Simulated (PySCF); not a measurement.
Computed IR spectrum (relative IR intensity) of a molecule C₄H₆. Coordinates come from a B3LYP-D3(BJ)/def2-SVP optimisation. One conformer was computed; it need not be the lowest. Method: B3LYP-D3(BJ)/def2-SVP (PySCF 2.14.0). Frequencies are harmonic and unscaled.

```tsv
ν (cm⁻¹)	relative intensity
369	10
523	12
689	60
698	55
786	2.9
1083	3.7
1341	18
1447	4.0
1467	9.1
1479	4.7
2229	6.5
3024	27
3038	37
3061	11
3125	34
3129	30
3472	100
```

Identify the compound among the candidates.
(A) C=C=CC
(B) C=CC=C
(C) C#CCC
(D) C1=CCC1

C, C#CCC
